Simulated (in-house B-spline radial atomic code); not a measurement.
## RPA and G0W0 on PBE0: Ti4+

Configuration [Ne] 3s2 3p6, mean-field start PBE0. Computed with an all-electron radial atomic-structure program (B-spline basis): all electrons, non-relativistic, point nucleus, each spin shell either full or empty, empty states to l = 9 with an (l + 1/2)⁻⁴ tail; G0W0 by contour deformation at full frequency.

Command:
```bash
python run_gw.py task.json out
```
Settings (radii: box in bohr, nucleus in fm):
```
Z                        22
electrons                18
configuration            [Ne] 3s2 3p6
hamiltonian              nr
method                   pbe0
lmax                     9
spin_polarised           False
box_radius               11.96
intervals                49
```

Run time, properties included: 1.3 s on 1 thread of Arm Neoverse N1 (shared host).

Energies (hartree):

```json
{"term": "mean-field total", "value": "-845.78003"}
{"term": "Hartree-Fock functional on these orbitals", "value": "-845.18502"}
{"term": "direct second order", "value": "-1.3229"}
{"term": "second-order exchange", "value": "0.44388"}
{"term": "SOSEX correction", "value": "0.40637"}
```

Question: What is the RPA correlation energy, and what remains with SOSEX?

Answer: RPA gives -1.1623 hartree (-1.76 eV per electron); RPA + SOSEX gives -0.75592, and the second-order doubles -0.879 hartree (no singles). RPA lacks exchange-type terms and so overcorrelates at short range.

Quasi-particle levels (eV):

```tsv
level	occupied	mean field	Σx - vxc	Σc	QP weight	G0W0
3p	yes	-92.19	-7.00	?	?	?
3d	no	-49.96	8.91	-2.82	0.967	-43.87
```

G0W0 = mean field + (Σx - vxc) + Σc, with Σc (partial-wave tail included) taken at the quasi-particle energy. Only the outer levels were computed. Levels of low weight are left out.

Question: Where does G0W0 put 3p?

Answer: At -99.47 eV, with Σc = -0.28 eV and a quasi-particle weight of 0.952. The tabulated removal energy is 99.299 ± 0.012 eV (NIST, measured); the calculation leaves out relativity, Breit and QED terms, and what these don't explain is the method's own error.
